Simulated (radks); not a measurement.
Ne II, configuration [He] 2s2 2p5. All-electron calculation, scalar-relativistic Kohn-Sham, LDA (Slater exchange, Perdew-Wang correlation), spin-polarised, spherical densities, point nucleus; open shells are filled with parallel spins first. Program: a radial shooting solver on a logarithmic mesh with Libxc functionals.

Unscreened Slater integrals over Kohn-Sham orbitals (eV). They are taken over the spin-up orbitals.

integral,value
"F0(2p,2p)",28.846
"F2(2p,2p)",12.926
"F0(2p,2s)",28.609
"G1(2p,2s)",17.225
"F0(2p,1s)",41.600
"G1(2p,1s)",4.8649
"F0(2s,2s)",28.624
"F0(2s,1s)",40.761
"G0(2s,1s)",3.0590
"F0(1s,1s)",161.51

Derived for the open shells (J is the average intra-shell exchange parameter used in DFT+U). 2p: J = F2/5 = 2.585 eV.
